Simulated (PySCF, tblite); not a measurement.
Compound: C5H9N3Si.
Z-matrix (Å and degrees, GFN2-xTB geometry), rows numbered from 1:
```
C 
N   1  1.4474
C   2  1.4428  1  112.77
Si  2  1.7093  1  121.23  3  -151.15
C   4  1.9295  2  116.76  1  -120.81
C   5  1.4996  4   81.03  2   110.40
C   6  1.4118  5  124.36  4   176.37
N   7  1.1472  6  176.58  5    -5.60
N   6  1.2837  5  110.24  4    -3.01
H   1  1.0952  2  111.48  3    59.09
H   1  1.0927  2  109.35  3   -60.82
H   1  1.0862  2  109.36  3   179.52
H   3  1.0960  2  111.68  1   -64.28
H   3  1.0923  2  109.58  1    55.69
H   3  1.0866  2  109.72  1   175.30
H   4  1.4625  2  119.60  1    97.60
H   5  1.0873  4  119.85  2  -137.78
H   5  1.0875  4  118.85  2     0.02
```

Computed with PBE0/pcSseg-1 in PySCF (dipole) on a GFN2-xTB geometry, gas phase.

Take the most abundant isotopes and a rigid rotor. The values belong to one conformer with, in the numbering `[CH3:1][N:2]([CH3:3])[Si@H:4]1[CH2:5][C:6]([C:7]#[N:8])=[N:9]1`, C1–N2–Si4–C5 -121°.

Task: Give the principal moments of inertia and the rotational constants in GHz.

Result: Ia = 131.65, Ib = 702.40, Ic = 757.43 u·Å²; 505379 MHz·u·Å²/I gives 3839, 719.5 and 667.2 MHz, that is A = 3.8387, B = 0.7195, C = 0.6672 GHz.

Task: What kind of rotor is it?

Result: A near-prolate asymmetric top: κ = (2 × 719.5 − 3839 − 667.2)/(3839 − 667.2) = -0.97.

Task: Is it planar, by Δ = Ic − Ia − Ib?

Result: Not planar: Δ = Ic − Ia − Ib = -76.62 u·Å². For a rigid frame Δ = −2 Σ m c², so Σ m c² = 38.31 u·Å² lies off the ab plane: 10.23 from hydrogen and 28.08 from heavier atoms. The atom farthest from that plane is 1.96 Å away.

Task: Give the other two planar moments, Paa and Pbb, and the rms extents of the mass along the axes.

Result: Paa = Σ m a² = (Ib + Ic − Ia)/2 = 664.09 and Pbb = Σ m b² = (Ia + Ic − Ib)/2 = 93.34 u·Å². With the mass M = 139.06 u, the rms extents √(P/M) along a, b and c are 2.19, 0.82, 0.52 Å.

Task: List the rotational levels J(Ka,Kc) to J = 2 (K).

Result: Above 0(0,0), as E/k:
J = 1: 1(0,1) 0.067, 1(1,1) 0.216, 1(1,0) 0.219
J = 2: 2(0,2) 0.200, 2(1,2) 0.347, 2(1,1) 0.354, 2(2,1) 0.803, 2(2,0) 0.804
Those of J = 1 are B + C, A + C and A + B.

Task: Which types of transition are allowed, and where do some lines up to J = 5 fall?

Result: The dipole components are |μa| = 5.37 D, |μb| = 2.10 D, |μc| = 0.24 D. Intensities carry the squares of the components, which stand as 1.00 : 0.15 : 0.00 (a : b : c). Some lines, for components of 0.1 D or more:

```csv
type,branch,"J(Ka,Kc)",MHz,lower level (cm⁻¹)
c,Q,"4(1,4) ← 4(0,4)",2892,0.462
b,Q,"1(1,0) ← 1(0,1)",3172,0.046
a,R,"3(2,1) ← 2(2,0)",4163,0.558
a,R,"4(2,3) ← 3(2,2)",5546,0.697
a,R,"4(3,1) ← 3(3,0)",5548,1.222
c,R,"2(1,1) ← 1(0,1)",5997,0.046
a,R,"5(4,1) ← 4(4,0)",6935,2.141
a,R,"5(3,3) ← 4(3,2)",6936,1.407
c,R,"3(1,2) ← 2(0,2)",7463,0.139
b,Q,"2(2,1) ← 2(1,2)",9515,0.241
b,Q,"3(2,2) ← 3(1,3)",9593,0.377
c,R,"2(2,0) ← 1(1,0)",12184,0.152
c,R,"2(2,1) ← 1(1,1)",12236,0.150
c,R,"4(2,2) ← 3(1,2)",14836,0.388
b,R,"4(2,2) ← 3(1,3)",15150,0.377
b,R,"3(3,1) ← 2(2,0)",19887,0.558
c,R,"3(3,1) ← 2(2,1)",19887,0.558
b,R,"4(3,1) ← 3(2,2)",21275,0.697
b,R,"5(3,2) ← 4(2,3)",22665,0.882
c,R,"4(4,1) ← 3(3,1)",27565,1.222
b,Q,"5(5,0) ← 5(4,1)",28307,2.373
b,Q,"5(5,1) ← 5(4,2)",28307,2.373
b,R,"5(4,2) ← 4(3,1)",28951,1.407
c,R,"5(4,2) ← 4(3,2)",28951,1.407
c,R,"5(5,1) ← 4(4,1)",35242,2.141
```

Task: Estimate the classical rotational partition function at 10 K, 100 K and 298.15 K.

Result: Point group C1, symmetry number σ = 1; q = (√π/σ)·√((kT/h)³/(ABC)), k/h = 20836.6 MHz/K: 3930 at 10 K, 124000 at 100 K, 639000 at 298.15 K.

Its GFN2-xTB frequencies are all real (lowest 24 cm⁻¹). No vibrational averaging or centrifugal distortion is included, and the geometry carries the error of its method. A rigid rotor knows nothing of internal rotation, which can split or shift real lines. Quadrupole hyperfine structure (14N) is left out.
